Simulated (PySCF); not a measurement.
PySCF job for Mo(NH)2(Cl)2 (Cl2H2MoN2), SMILES [Cl][Mo](=[NH])(=[NH])[Cl], multiplicity 1, PBE0-D3(BJ)/def2-SVP. Geometry optimised at PBE0-D3(BJ)/def2-SVP. The spin state was assumed, not searched. The structure was generated by enumeration; whether it is a known compound was not checked. The def2 effective core potentials stand for the cores of Mo; spin–orbit coupling is left out.

```python
import numpy as np
from pyscf import gto, scf, dft, df
from pyscf.hessian import thermo

mol = gto.M(
    atom='''
    Mo    0.00000000    0.00000000   -0.24728626
    N     0.00000000   -1.38536339   -1.24703244
    H    -0.00000000   -1.86991018   -2.14384803
    N     0.00000001    1.38536339   -1.24703243
    H     0.00000001    1.86991019   -2.14384803
    Cl    1.94752184   -0.00000000    0.94506391
    Cl   -1.94752185   -0.00000000    0.94506391
    ''',
    basis='def2-SVP',
    ecp={'Mo': 'def2-svp'},
    charge=0,
    spin=0,
    max_memory=1600,
    verbose=3,
)
mf = dft.RKS(mol, xc='pbe0').density_fit(auxbasis='def2-universal-jkfit')
mf.disp = 'd3bj'
mf.grids.level = 3
mf.conv_tol = 1e-11
mf.max_cycle = 100
mf.kernel()

# [left out here: the lines that compute and print the analytic Hessian (its translational invariance restored by hand, since the grid's response is missing), thermochemistry and intensities]
```

Output:

```
converged SCF energy = -1098.63319778452

WARN: DFTD3 does not support analytical Hessian, using finite difference


WARN: Mole.unit (angstrom) is changed to Bohr

Mode                                 0                   1                   2
Irrep
Freq [cm^-1]                      108.4112            174.4045            208.7827
Reduced mass [au]                  33.8367              7.9471              3.5846
Force const [Dyne/A]                0.2343              0.1424              0.0921
Char temp [K]                     155.9796            250.9293            300.3918
Normal mode                   x     y     z       x     y     z       x     y     z
       0  Mo                 0.00 -0.00  0.04    0.00 -0.05 -0.00   -0.03 -0.00  0.00
       1   N                -0.00  0.01  0.04   -0.00  0.01 -0.11    0.13 -0.00  0.00
       2   H                -0.00  0.01  0.03   -0.00  0.13 -0.17    0.35 -0.00  0.00
       3   N                -0.00 -0.01  0.04   -0.00  0.01  0.11    0.13  0.00  0.00
       4   H                -0.00 -0.01  0.03   -0.00  0.13  0.17    0.35  0.00  0.00
       5  Cl                 0.08  0.00 -0.07   -0.00  0.07 -0.00   -0.02 -0.00 -0.05
       6  Cl                -0.08  0.00 -0.07    0.00  0.07 -0.00   -0.02  0.00  0.05
Mode                                 3                   4                   5
Irrep
Freq [cm^-1]                      215.8876            305.7865            381.4907
Reduced mass [au]                   5.3016              3.2759              1.2356
Force const [Dyne/A]                0.1456              0.1805              0.1060
Char temp [K]                     310.6142            439.9587            548.8801
Normal mode                   x     y     z       x     y     z       x     y     z
       0  Mo                -0.00  0.00 -0.00   -0.00 -0.00  0.01    0.00  0.01 -0.00
       1   N                -0.16 -0.00  0.00    0.00  0.09 -0.11   -0.00 -0.06  0.05
       2   H                -0.26 -0.00  0.00    0.00  0.29 -0.21    0.00  0.56 -0.30
       3   N                 0.16  0.00 -0.00    0.00 -0.09 -0.11    0.00 -0.06 -0.05
       4   H                 0.26 -0.00 -0.00    0.00 -0.29 -0.21   -0.00  0.56  0.30
       5  Cl                -0.00  0.05 -0.00    0.04  0.00  0.03    0.00 -0.01  0.00
       6  Cl                -0.00 -0.05  0.00   -0.04  0.00  0.03   -0.00 -0.01  0.00
Mode                                 6                   7                   8
Irrep
Freq [cm^-1]                      398.5362            422.4752            637.4564
Reduced mass [au]                  11.0376             12.1762              1.1804
Force const [Dyne/A]                1.0329              1.2805              0.2826
Char temp [K]                     573.4049            607.8478            917.1578
Normal mode                   x     y     z       x     y     z       x     y     z
       0  Mo                 0.00  0.00  0.05    0.06 -0.00 -0.00    0.00 -0.00  0.00
       1   N                -0.00  0.04 -0.01    0.00 -0.00  0.00   -0.07  0.00 -0.00
       2   H                -0.00  0.16 -0.08   -0.18 -0.00  0.00    0.65 -0.00  0.00
       3   N                -0.00 -0.04 -0.01    0.00  0.00  0.00    0.07  0.00  0.00
       4   H                -0.00 -0.16 -0.08   -0.18  0.00  0.00   -0.65  0.00 -0.00
       5  Cl                -0.08 -0.00 -0.05   -0.08 -0.00 -0.04   -0.00  0.00 -0.00
       6  Cl                 0.08 -0.00 -0.05   -0.08  0.00  0.04   -0.00 -0.00  0.00
Mode                                 9                  10                  11
Irrep
Freq [cm^-1]                      653.4175            751.3447           1020.0252
Reduced mass [au]                   1.4760              1.4631              7.5424
Force const [Dyne/A]                0.3713              0.4866              4.6236
Char temp [K]                     940.1223           1081.0177           1467.5892
Normal mode                   x     y     z       x     y     z       x     y     z
       0  Mo                 0.02  0.00 -0.00   -0.00  0.00  0.01   -0.00 -0.04  0.00
       1   N                -0.10  0.00 -0.00    0.00  0.09 -0.06   -0.00  0.13  0.10
       2   H                 0.57 -0.00  0.00   -0.00 -0.51  0.27   -0.00  0.18  0.09
       3   N                -0.10 -0.00 -0.00    0.00 -0.09 -0.06    0.00  0.13 -0.10
       4   H                 0.57  0.00  0.00   -0.00  0.51  0.27    0.00  0.18 -0.09
       5  Cl                -0.01 -0.00 -0.00   -0.00 -0.00 -0.00    0.00  0.00  0.00
       6  Cl                -0.01  0.00  0.00    0.00 -0.00 -0.00   -0.00  0.00  0.00
Mode                                12                  13                  14
Irrep
Freq [cm^-1]                     1058.3721           3617.8923           3622.1579
Reduced mass [au]                   7.8402              1.0818              1.0849
Force const [Dyne/A]                5.1743              8.3426              8.3864
Char temp [K]                    1522.7618           5205.3415           5211.4788
Normal mode                   x     y     z       x     y     z       x     y     z
       0  Mo                 0.00 -0.00 -0.03    0.00 -0.00  0.00   -0.00 -0.00 -0.00
       1   N                -0.00  0.13  0.11    0.00  0.03  0.04   -0.00  0.03  0.04
       2   H                -0.00  0.14  0.12    0.00 -0.33 -0.59    0.00 -0.33 -0.59
       3   N                -0.00 -0.13  0.11    0.00  0.03 -0.04   -0.00 -0.03  0.04
       4   H                -0.00 -0.14  0.12   -0.00 -0.33  0.60    0.00  0.33 -0.59
       5  Cl                -0.00 -0.00  0.00    0.00  0.00  0.00   -0.00  0.00 -0.00
       6  Cl                 0.00 -0.00  0.00   -0.00  0.00  0.00    0.00  0.00 -0.00
temperature 298.1500 [K]
pressure 101325.00 [Pa]
Rotational constants [GHz] 2.76536 1.53272 1.29302
Symmetry number 2
Zero-point energy (ZPE) 0.03093 [Eh]   81205.149 [J/mol]
                           tot       elec      trans        rot        vib
Entropy [J/mol/K]       351.422      0.000    174.629    113.327     63.467
Cv [J/mol/K]             95.275      0.000     12.472     12.472     70.332
Cp [J/mol/K]            103.589      0.000     20.786     12.472     70.332
Internal energy [J/mol]                      3718.434   3718.434  92164.130
Internal energy [Eh]   -1098.59526  -1098.63320
Enthalpy [J/mol]                             6197.391   3718.434  92164.130
Enthalpy [Eh]          -1098.59432
Gibbs free energy [J/mol]                  -45868.157 -30069.946  73241.485
Gibbs free energy [Eh] -1098.63422
static polarisability / bohr^3: [[72.391 -0.    -0.   ]
 [ 0.    64.069  0.   ]
 [-0.    -0.    68.096]]
largest difference of analytic and finite-field dipole derivatives / e: 0.001562228111684938
mode   freq/cm-1   IR/(km/mol)   Raman/(A^4/amu)   depolarisation
   1      108.41         1.011             3.451            0.731
   2      174.40         2.529             2.770            0.750
   3      208.78        15.154             3.245            0.750
   4      215.89         0.000             8.651            0.750
   5      305.79        12.605             8.438            0.749
   6      381.49       297.562             0.006            0.749
   7      398.54        14.741             9.562            0.061
   8      422.48        29.514             0.044            0.750
   9      637.46         0.000             1.435            0.750
  10      653.42       239.612             2.500            0.750
  11      751.34        49.786             1.794            0.749
  12     1020.03       118.499            16.624            0.750
  13     1058.37        52.976            52.065            0.009
  14     3617.89       167.778           151.817            0.750
  15     3622.16       257.600           196.803            0.155
max |gradient| / (hartree/bohr): 7.020776326149597e-05
APT charges: [ 1.8024 -0.7801  0.3528 -0.7802  0.3528 -0.4738 -0.4738]
```

The run converged.

Cost: about 6 core-minutes (a rough figure).
